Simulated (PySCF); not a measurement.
# Computed properties of Be(Cl)(Me) (CH3BeCl), SMILES [CH3][Be][Cl]

Be(Cl)(Me) (CH3BeCl), SMILES [CH3][Be][Cl]. Coordinates come from a r2SCAN-D4/def2-TZVP optimisation. One conformer was computed; it need not be the lowest. All values are computed for the isolated molecule unless a solvent is named; none is compared with measurement here.

**Structure.** The optimised structure has C3v symmetry. All 12 harmonic modes at r2SCAN-D4/def2-TZVP (PySCF) are real, so it is a minimum. With heavy atoms numbered as in [Be:1]([Cl:2])[CH3:3], the shortest bond between them is Be1–C3 at 1.672 Å and the longest Be1–Cl2 at 1.816 Å.

**Vibrations.** The strongest infrared lines (harmonic, unscaled, degenerate partners summed) lie at 1123 cm⁻¹ (180 km/mol, Be 72 %, H 21 %), 676 cm⁻¹ (136 km/mol, H 65 %, C 19 %, Be 16 %), 1241 cm⁻¹ (114 km/mol, H 63 %, C 27 %, Be 10 %). The softest mode is at 216 cm⁻¹ and the zero-point energy is 23.9 kcal/mol.

**Electronic structure.** M06-2X/def2-TZVPD (PySCF) places the frontier levels at -10.21 and -0.15 eV, a gap of 10.06 eV, and gives a dipole moment of 1.26 D and a mean polarisability of 41.3 bohr³.

**Excitations.** TDA-ωB97X/def2-SVPD (PySCF) has S1 at 8.04 eV (154 nm, f = 0.078, bright); the most intense of the 10 singlets computed lies at 9.54 eV (f = 0.31). Strengths of degenerate partners are summed. T1 (TDA) is at 7.41 eV, 0.63 eV under S1. No vertical singlet excitation falls in the visible range (under 3.1 eV).

**NMR.** GIAO shifts at HF/pcSseg-2 (PySCF) (non-relativistic, atoms alike by connectivity averaged): ¹³C at -14.7 ppm against TMS; ¹H at -0.4 ppm against TMS. Without spin–orbit terms, shifts of atoms bonded to Cl or Br come out too high.
